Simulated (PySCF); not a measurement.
**Correlation energy of Ca (calcium, neutral)**

[Ar] 4s1 4p1, high-spin 3P determinant (an excited configuration). All numbers are calculated (PySCF 2.14, the non-relativistic Hamiltonian (point nucleus), in def2-QZVPPD). Frozen: [Ar]; 2 electrons correlated.

With two correlated electrons CCSD is exact within the correlated space (frozen core and kept virtual orbitals).

```tsv
level	correlation energy (mhartree)
CCSD	-3.99
```

Diagnostics: T1 = 0.012, D1 = 0.0235, largest double amplitude 0.082.

Task: Is a single reference adequate?

Result: Mostly. T1 lies below 0.03, but a double amplitude of this size points to a near-degeneracy that CCSD handles and MP2 describes poorly.
